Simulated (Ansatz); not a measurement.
`C=NB(F)[SiH3]`, relaxed with RKS PBE-D4/def2-SVP in the Gaussian-basis code of Ansatz from a rough embedded geometry. The force threshold is 0.03 eV/Å; the program also tests the step.

The species carries charge 0 and has multiplicity 1.

Start:

```xyz
10

C    -0.390   -2.212   -0.055
N     0.257   -1.171    0.098
B    -0.386    0.158   -0.158
F    -1.727    0.319   -0.518
Si    0.649    1.788    0.172
H     0.138   -3.227    0.111
H    -1.400   -2.276   -0.395
H    -0.147    2.975   -0.091
H     1.888    1.797   -0.724
H     1.119    1.850    1.561
```

| step | energy (eV) | largest force (eV/Å) | largest move (Å) |
| --- | --- | --- | --- |
| 1 | -13861.5964 | 3.060 | 0.000 |
| 2 | -13861.7580 | 1.641 | 0.140 |
| 3 (rejected) | -13861.5756 | 2.866 | 0.196 |
| 4 | -13861.9210 | 0.518 | 0.096 |
| 5 | -13861.9433 | 0.146 | 0.100 |
| 6 | -13861.9693 | 0.356 | 0.150 |
| 7 | -13862.0018 | 0.808 | 0.197 |
| 8 | -13862.0487 | 1.047 | 0.195 |
| 9 | -13862.1111 | 1.339 | 0.181 |
| 10 | -13862.2594 | 0.906 | 0.198 |
| 11 | -13862.3752 | 0.693 | 0.197 |
| 12 | -13862.4832 | 0.419 | 0.200 |
| 13 | -13862.4959 | 1.177 | 0.195 |
| 14 | -13862.5574 | 0.868 | 0.084 |
| 15 | -13862.5949 | 0.303 | 0.175 |
| 16 | -13862.6105 | 0.268 | 0.167 |
| 17 | -13862.6160 | 0.196 | 0.075 |
| 18 | -13862.6200 | 0.055 | 0.050 |
| 19 | -13862.6224 | 0.040 | 0.055 |
| 20 (rejected) | -13862.6223 | 0.052 | 0.015 |
| 21 | -13862.6226 | 0.009 | 0.007 |

End:

```xyz
10

C    -0.472   -2.150    0.317
N    -0.469   -1.037   -0.265
B    -0.408    0.224   -0.816
F    -1.021    0.496   -1.993
Si    0.625    1.662    0.195
H     0.314   -2.917    0.126
H    -1.261   -2.428    1.054
H    -0.267    2.834    0.524
H     1.774    2.187   -0.629
H     1.186    1.127    1.488
```

Run time 22 s (4 threads of an Arm Neoverse V2 on a shared host); peak host memory 0.18 GiB.
